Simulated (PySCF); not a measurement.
Species: `C[C@@H]1CC(=O)O[Si@@H]1S[SiH3]`. The columns A, B, C and D hold Mulliken, IAO, Hirshfeld and ESP-fitted charges (e) of one PBE0/pcSseg-1 density (PySCF), in a shuffled order. Coordinates in Å (GFN2-xTB); the density's dipole moment is (-1.27, 2.20, -0.85) D.

| atom | x | y | z | A | B | C | D |
| --- | --- | --- | --- | --- | --- | --- | --- |
| C1 | -2.044 | 1.325 | -0.474 | -0.204 | -0.475 | -0.413 | -0.120 |
| C2 | -1.376 | 0.013 | -0.870 | -0.631 | +0.301 | -0.387 | -0.110 |
| C3 | -1.362 | -1.007 | 0.272 | -0.228 | -0.449 | -0.327 | -0.075 |
| C4 | -0.119 | -1.865 | 0.200 | +0.482 | +0.720 | +0.527 | +0.210 |
| O5 | 0.039 | -2.914 | 0.749 | -0.369 | -0.522 | -0.434 | -0.265 |
| O6 | 0.858 | -1.305 | -0.533 | -0.569 | -0.442 | -0.592 | -0.192 |
| Si7 | 0.475 | 0.098 | -1.331 | +0.939 | +0.458 | +1.022 | +0.400 |
| S8 | 1.575 | 1.677 | -0.433 | -0.544 | -0.367 | -0.453 | -0.177 |
| Si9 | 3.096 | 0.557 | 0.650 | +0.489 | +0.329 | +0.575 | +0.314 |
| H10 | -1.484 | 1.821 | 0.315 | +0.128 | +0.110 | +0.144 | +0.033 |
| H11 | -3.060 | 1.148 | -0.123 | +0.122 | +0.122 | +0.142 | +0.043 |
| H12 | -2.087 | 1.997 | -1.328 | +0.120 | +0.121 | +0.143 | +0.043 |
| H13 | -1.930 | -0.414 | -1.711 | +0.158 | -0.021 | +0.149 | +0.042 |
| H14 | -2.244 | -1.647 | 0.293 | +0.163 | +0.138 | +0.172 | +0.059 |
| H15 | -1.310 | -0.489 | 1.236 | +0.161 | +0.141 | +0.168 | +0.058 |
| H16 | 0.835 | -0.144 | -2.716 | -0.058 | -0.072 | -0.126 | -0.069 |
| H17 | 3.906 | 1.642 | 1.177 | -0.063 | -0.028 | -0.101 | -0.065 |
| H18 | 2.432 | -0.203 | 1.699 | -0.050 | -0.033 | -0.106 | -0.066 |
| H19 | 3.791 | -0.280 | -0.315 | -0.045 | -0.029 | -0.104 | -0.063 |

Which column most likely holds the ESP-fitted charges?

B. Σ q r misses the density's dipole by 0.06 D (B), 0.62 D (A), 0.86 D (D), 1.32 D (C). Charges fitted to the outside potential are the only set here that is tied to the molecule's multipoles.

And the Hirshfeld charges?

D. The mean sizes are 0.126 e (D), 0.257 e (B), 0.291 e (A), 0.320 e (C), and Hirshfeld charges are commonly the smallest of these schemes.

As computed, A = Mulliken, B = ESP-fitted, C = IAO, D = Hirshfeld. Hydrogens on carbon: Mulliken +0.12 to +0.16, ESP-fitted -0.02 to +0.14, IAO +0.14 to +0.17, Hirshfeld +0.03 to +0.06 e.

The ESP scheme is a least-squares fit of atom-centred charges to the potential on four shells outside the van der Waals surface, with the total charge fixed. The Hirshfeld scheme divides the density at each point in proportion to the densities of the neutral, spherically averaged free atoms.

Isolated species at its GFN2-xTB geometry (one conformer only).

The run behind these numbers computed NMR shieldings as well. On an Arm Neoverse N1 with one thread, shared host, this took 1.9 min of wall time (with the writing of density and orbital grids) and 0.99 GiB of memory at its peak.
